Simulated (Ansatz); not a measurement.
Cost and result for the atomization energy of `[SiH3]C1=CO[SiH2]1` (11 atoms, 11 bonds).

Z-matrix (Å, degrees):
```
Si
O 1 1.717
C 1 2.125 2 40.1
C 1 1.839 2 79.1 3 0.0
H 1 1.482 2 111.8 3 -118.0
H 1 1.482 2 111.8 3 118.0
H 3 1.089 1 169.9 2 -0.0
Si 4 1.831 1 148.5 2 180.0
H 8 1.488 4 111.1 1 59.8
H 8 1.489 4 109.4 1 -180.0
H 8 1.488 4 111.1 1 -59.8
```

The species carries charge 0 and has multiplicity 1. The geometry is a stationary point of PBE0-D4/def2-TZVP. Program: Ansatz. All runs use 4 threads of an Arm Neoverse V1 on a shared host. Times are those of one run each, without the atoms' runs, and a repeat can differ threefold. Electronic energies, without spin–orbit coupling; frozen cores. CCSD(T)/CBS adds CCSD(T) − MP2 in def2-TZVPP to the MP2 limit, and its time is that of the two runs behind it. T1 = 0.014. B3LYP takes the VWN-RPA correlation (the form of Gaussian; ORCA's B3LYP/G).

CCSD(T)/CBS is a level of theory with its own doubt, some kJ/mol a heavy atom from the limit and from the frozen cores, so smaller differences don't rank the functionals.

```
                             level  functions  wall time  atomization (kcal/mol)  difference from CCSD(T)/CBS  per bond
   PBE-D4/def2-TZVPP (with forces)        261      2.6 s                   985.3                         13.1       1.2
                PBE0-D4/def2-TZVPP        261      3.2 s                   970.1                         -2.1      -0.2
r2SCAN-D4/def2-TZVPP (with forces)        261      5.5 s                   975.0                          2.8       0.3
 B3LYP-D4/def2-TZVPP (with forces)        261      5.5 s                   968.9                         -3.3      -0.3
                 B2PLYP/def2-TZVPP        261        6 s                   959.9                        -12.3      -1.1
                ωB97X-V/def2-TZVPP        261      8.5 s                   977.4                          5.2       0.5
  ωB97M-V/def2-TZVPP (with forces)        261       13 s                   974.8                          2.6       0.2
                    MP2/def2-QZVPP        491       23 s                   978.0                          5.8       0.5
                CCSD(T)/def2-TZVPP        261    2.3 min                   945.3                        -26.9      -2.4
                 CCSD(T)/CBS(def2)          –    2.7 min                   972.2                          0.0       0.0
```

The D4 term adds +9.8 kcal/mol with B3LYP and +5.1 kcal/mol with PBE0; it sums over pairs of atoms, weighted by their polarisabilities, and B3LYP, whose exchange is more repulsive, gets the larger term. From PBE to PBE0 (25 % exact exchange), in def2-TZVPP and without D4, the atomization energy moves by −14.3 kcal/mol: exact exchange takes away binding that semilocal exchange gives to molecules. In def2-TZVPP, CCSD(T) changes the Hartree–Fock value by +236.1 kcal/mol (the triples alone add +15.6 kcal/mol) and MP2 by +252.7 kcal/mol; breaking electron pairs costs correlation energy, which Hartree–Fock lacks.
